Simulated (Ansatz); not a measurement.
CHClNSi (`N#C[SiH]Cl`) radical, relaxed with UKS PBE-D4/def2-SVP in the Gaussian-basis code of Ansatz from a rough embedded geometry. The force threshold is 0.03 eV/Å; the program also tests the step.

Total charge 0; spin multiplicity 2.

Start:

```xyz
5

N     2.209    0.592   -0.293
C     1.102    0.427   -0.262
Si   -0.716    0.129   -0.279
Cl   -1.156   -1.956    0.013
H    -1.439    0.809    0.820
```

```tsv
step	energy (eV)	largest force (eV/Å)	largest move (Å)
1	-22922.1892	6.644	0.000
2	-22922.4724	0.456	0.082
3	-22922.4792	0.186	0.024
4	-22922.4799	0.053	0.008
5 (rejected)	-22922.4790	0.082	0.038
6	-22922.4808	0.044	0.018
7	-22922.4809	0.014	0.011
```

End:

```xyz
5

N     2.217    0.616   -0.303
C     1.066    0.379   -0.227
Si   -0.756    0.075   -0.270
Cl   -1.119   -1.947   -0.021
H    -1.408    0.877    0.821
```

Run time 12 s (2 threads of a server CPU on a shared host); peak host memory 0.17 GiB.
